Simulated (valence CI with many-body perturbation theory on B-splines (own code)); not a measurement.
Values are calculated unless marked as measured or tabulated.
## Run record, Br XXXI

Method: configuration interaction combined with many-body perturbation theory (CI+MBPT): three valence electrons over a frozen Dirac-Fock core [He], a basis of 6 s, 6 p, 5 d, 3 f, 1 g functions for each j, with the one-electron correlation potential Σ1 (screened to all orders), the two-electron term Σ2, the three-electron term Σ3, Breit, model QED; selected single and double excitations, second order for the rest, scaled by the run's own slope (own B-spline code, finite nucleus).

Command, and the settings that its task file holds:

```sh
python run_cv.py task.json out
```

```
atom Br  Z=35  mass_number=79  rms_radius_fm=4.1629
core [He]
valence 2s2 2p1
avg = 1
basis = S
breit = 1
cap = 10000
capref = 1200
cscale = 1
de = 0.0
dress = 0
eps = 2e-08
extrap = 1
h = 0.27
hh = 1
l2 = 3
lcore = 6
maxit = 3
n2 = 5
natural = 1
nlev = 20
nno = [3, 3, 3, 2, 1]
nroot = 26
nsp = [3, 3, 2, 1, 0]
pt2 = 1
qed = 1
rpa = 1
s1 = 1
s2 = 1
s3 = 1
screen = 1
tol = 2e-05
whole = 1
```

It took 7 s on 1 thread of Arm Neoverse V1, on a shared host.

Log. The first blocks belong to the next ion, which gives the ionisation energy. Fields: 2J, parity (1 odd), roots, reference size, generating configurations, candidates as configurations/state functions, variational space P, stored matrix elements, Davidson steps; e2 is the range of second-order energies in hartree. The first line gives the box (bohr), its intervals, the orbitals and the steps of their self-consistent field. Window is the range of levels sought, series limit the energy at which the first omitted orbital would enter, core excitation an estimate of the first excitation out of the core, left out the lowest levels not solved, and shifts from estimates the range by which levels moved from their first estimate, all in cm⁻¹.

```
rmax 1.9 intervals 56 orbitals 36 references ['2s2 2p', '2s 2p2', '2p3'] scf 2 t 0.4
2J=0 par=0 roots 2 ref 15 generators 3 cand 92/92 P 107/107 nnz 0 it 0
   second order: generators 5 cand 0/0 e2 -0.00000 -0.00000
reference levels 291, estimated 264, window 16513671 1/cm; series limit 21505378, core excitation 98154753
2J=1 par=1 roots 8 ref 32 generators 13 cand 216/341 P 1993/2923 nnz 1e+06 it 3
2J=1 par=1 roots 8 ref 32 generators 13 cand 32/45 P 2025/2968 nnz 1e+06 it 3
   second order: generators 25 cand 412/608 e2 -0.00000 -0.00000
2J=3 par=1 roots 12 ref 47 generators 16 cand 493/1050 P 2012/4099 nnz 2.1e+06 it 3
2J=3 par=1 roots 12 ref 47 generators 16 cand 91/162 P 2103/4261 nnz 2.2e+06 it 3
   second order: generators 31 cand 1011/2142 e2 -0.00000 -0.00000
2J=1 par=0 roots 9 ref 34 generators 13 cand 114/167 P 1842/2698 nnz 9e+05 it 3
2J=1 par=0 roots 9 ref 34 generators 14 cand 11/15 P 1853/2713 nnz 9.1e+05 it 3
   second order: generators 27 cand 654/946 e2 -0.00000 -0.00000
2J=3 par=0 roots 10 ref 45 generators 13 cand 393/836 P 1899/3812 nnz 1.8e+06 it 3
2J=3 par=0 roots 10 ref 45 generators 14 cand 117/231 P 2016/4043 nnz 2e+06 it 3
   second order: generators 24 cand 747/1716 e2 -0.00000 -0.00000
2J=5 par=0 roots 7 ref 39 generators 12 cand 452/1003 P 1667/3555 nnz 1.7e+06 it 3
2J=5 par=0 roots 7 ref 39 generators 13 cand 225/517 P 1892/4072 nnz 2.1e+06 it 3
   second order: generators 23 cand 830/2166 e2 -0.00001 -0.00000
2J=5 par=1 roots 6 ref 36 generators 10 cand 453/1003 P 1615/3518 nnz 1.7e+06 it 3
2J=5 par=1 roots 6 ref 36 generators 10 cand 213/519 P 1828/4037 nnz 2.2e+06 it 3
   second order: generators 17 cand 855/2138 e2 -0.00000 -0.00000
2J=7 par=1 roots 2 ref 21 generators 5 cand 295/747 P 1514/3340 nnz 1.6e+06 it 3
2J=7 par=1 roots 2 ref 21 generators 5 cand 79/155 P 1593/3495 nnz 1.7e+06 it 3
   second order: generators 8 cand 479/1182 e2 -0.00000 -0.00000
2J=7 par=0 roots 2 ref 19 generators 4 cand 463/1017 P 1556/3521 nnz 1.7e+06 it 3
2J=7 par=0 roots 2 ref 19 generators 5 cand 101/228 P 1657/3749 nnz 1.9e+06 it 3
   second order: generators 7 cand 355/874 e2 -0.00000 -0.00000
2J=9 par=1 roots 1 ref 7 generators 1 cand 120/254 P 1208/2711 nnz 1.2e+06 it 3
2J=9 par=1 roots 1 ref 7 generators 1 cand 19/27 P 1227/2738 nnz 1.2e+06 it 3
   second order: generators 3 cand 278/614 e2 -0.00000 -0.00000
left out: unestimated 23950584, estimated 17481688, shifts from estimates -1 to 59
operators 0.1
```

The Davidson iterations stopped at their limit. The settings are bad on purpose, so the numbers may not be properties of the ion.

No measured spectrum was set against this ion. As an estimate, large intervals hold to a few tenths of a per cent, small ones and those within an open d or f shell to about a per cent.

| Property | Result |
| --- | --- |
| Valence energy | -409.0222 hartree |
| Ionisation energy | 3524.1 eV (NIST: 3523.1 ± 2.2 eV (semi-empirical)) |
| Reference configurations for the orbitals | 2s2 2p, 2s 2p2, 2p3 |
| Radial orbitals | 36 |
| Box radius | 1.883 bohr |
| Largest variational space | 4261 |
| Lowest levels | 2s²2p ²P°_1/2 0.00, 2s²2p ²P°_3/2 54.00, 2s2p² ⁴P_1/2 82.55, 2s2p² ⁴P_3/2 116.22, 2s2p² ⁴P_5/2 132.59, 2s2p² ²D_3/2 166.12, 2s2p² ²P_1/2 176.00, 2s2p² ²D_5/2 190.94, 2s2p² ²S_1/2 233.69, 2s2p² ²P_3/2 235.07, 2p³ ⁴S°_3/2 264.87, 2p³ ²D°_3/2 306.05, 2p³ ²D°_5/2 317.53, 2p³ ²P°_1/2 341.73 eV |

Names give the largest LS component (configuration and term), which can be under half, so a name can repeat, a term be missing and a line seem to break the LS rules; names also repeat where a configuration has a term twice.
